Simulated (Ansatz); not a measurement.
Gas-phase electronic energies from Ansatz, PBE0-D4/def2-TZVP geometries. CBS: MP2 limit from def2 TZ/QZ plus the TZ coupled-cluster correction, frozen cores. This one scheme is used for every species. DFT in def2-TZVPP. B3LYP here is the variant with VWN-RPA as its local correlation; programs differ in this. HSE06 is defined as in plane-wave codes. Each species was taken in one conformer, which may not be the lowest.

Reaction (cleavage of the Si–Si bond): `FC[SiH]([SiH3])S` + H–F → `FC[SiH](F)S` + SiH₄

CCSD(T)/CBS gives -140.3 kJ/mol.

**Question.** Another level gave -142.9 kJ/mol. Which?
A. PBE0/def2-TZVPP
B. B3LYP/def2-TZVPP
C. CCSD(T)/def2-TZVPP
D. HSE06-D4/def2-TZVPP

**Answer.** C. CCSD(T)/def2-TZVPP -142.9, B3LYP -154.7, PBE0 -132.5, HSE06-D4 -126.4 kJ/mol.

Largest T1 diagnostic among the species: 0.012.

From PBE to PBE0 (25 % exact exchange), in def2-TZVPP and without D4, ΔE moves by −3.3 kJ/mol. The D4 term adds +9.6 kJ/mol with B3LYP and +5.6 kJ/mol with PBE0; it sums over pairs of atoms, weighted by their polarisabilities, and B3LYP, whose exchange is more repulsive, gets the larger term. In def2-TZVPP, CCSD(T) changes the Hartree–Fock value by +29.8 kJ/mol (the triples alone add +4.0 kJ/mol) and MP2 by +26.5 kJ/mol.
